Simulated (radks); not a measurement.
Spherical quantum dot in the effective-mass picture: electrons in a parabolic well V = omega^2 r^2 / 2 with omega = 0.0578, with a point charge +2 (a donor) at the centre, all in effective atomic units (hartree* = m*/eps^2 hartree, bohr* = eps/m* bohr), one dielectric constant everywhere. Method: non-relativistic Kohn-Sham, exchange-only LDA, spin-polarised, spherical densities; computed with a radial shooting solver with Libxc functionals. Levels are named by radial order and angular momentum (1s, 1p, 1d, 2s, ...), and open shells are averaged over m.

N = 11, configuration 1s2 1p(up 3, down 0) 1d(up 5, down 0) 2s(up 1, down 0). This is the lowest configuration that the search found (a dilute case). Occupied and some empty levels:

| level | occupation | eigenvalue (hartree*) | <r> (bohr*) |
|---|---|---|---|
| 1s up | 1 | 0.42470 | 0.9766 |
| 1s down | 1 | 0.42585 | 0.9688 |
| 2s up | 1 | 0.87945 | 9.162 |
| 1p up | 3 | 0.89387 | 9.938 |
| 1d up | 5 | 0.91701 | 10.98 |
| 1f up | 0 | 0.94425 | 11.79 |
| 2p up | 0 | 0.96067 | 9.904 |
| 1g up | 0 | 0.97507 | 12.49 |
| 2s down | 0 | 0.98545 | 9.652 |
| 1p down | 0 | 0.99845 | 11.34 |
| 1d down | 0 | 1.0160 | 12.76 |
| 1f down | 0 | 1.0361 | 13.52 |
| 2p down | 0 | 1.0425 | 9.364 |
| 1g down | 0 | 1.0596 | 14.12 |

Energy (hartree*): total 2.15992, kinetic 3.0931, external -6.7054, Hartree 7.3690, exchange-correlation -1.5968.
